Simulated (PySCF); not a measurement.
C₃H₂F₃, SMILES C=[C]C(F)(F)F, multiplicity 2. The structure is a stationary point at PBE-D3(BJ)/def2-SVP. The isomer is the one that the SMILES or the coordinates give; other isomers of the formula were not compared.

Computed equilibrium geometry at PBE-D3(BJ)/def2-SVP (PySCF confirms it by a frequency run) as Cartesian coordinates in Å, and its point group:
point group Cs.
```xyz
8

C     -0.0683    -2.2291     0.0000
C     -0.5602    -1.0064     0.0000
C     -0.0403     0.3803     0.0000
F     -0.4551     1.0604    -1.0916
F     -0.4551     1.0604     1.0916
F      1.3214     0.3969     0.0000
H     -0.7150    -3.1241     0.0000
H      1.0278    -2.4038     0.0000
```
Charge 0, spin multiplicity 2.
